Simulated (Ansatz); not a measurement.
# Loss of H2: C2H7BN → C2H5BN + H2

Species: C2H7BN `B[N]CC`, doublet; C2H5BN `B[N]C=C`, doublet; H2 (hydrogen), singlet. 

Shapes, held fixed at every level: PBE0-D4/def2-TZVP. Flexible molecules stand in one conformer, not always the lowest. Programs: Ansatz 0.2.0. The zero-point and thermal change to 298 K, harmonic and unscaled (PBE0-D4/def2-TZVP), is -27.3 kJ/mol.

```tsv
level	kind	ΔH(298 K) (kJ/mol)	CPU time (sum over the molecules)
HF/def2-SVP	Hartree–Fock	+64.3	–
HF/def2-TZVPP	Hartree–Fock	+54.4	–
SPW92/def2-TZVPP	LDA	+93.6	7.9 s
PBE-D4/def2-TZVPP	GGA	+63.2	16 s
B3LYP-D4/def2-TZVPP	global hybrid	+56.0	23 s
PBE0-D4/def2-TZVPP	global hybrid	+77.2	20 s
wB97M-V/def2-TZVPP	range-separated hybrid	+70.2	61 s
B2PLYP/def2-TZVPP	double hybrid	+60.5	36 s
```

B2PLYP/def2-TZVPP gives ΔH(298 K) = +60.5 kJ/mol; the levels span +54.4 to +93.6. The median of the levels is +63.7. No measured value is set beside it here. Spin contamination: C2H5BN (⟨S²⟩ up to 0.96). Open shells run unrestricted unless RO is named. Times are processor times on shared x86 and Arm servers, and rough.
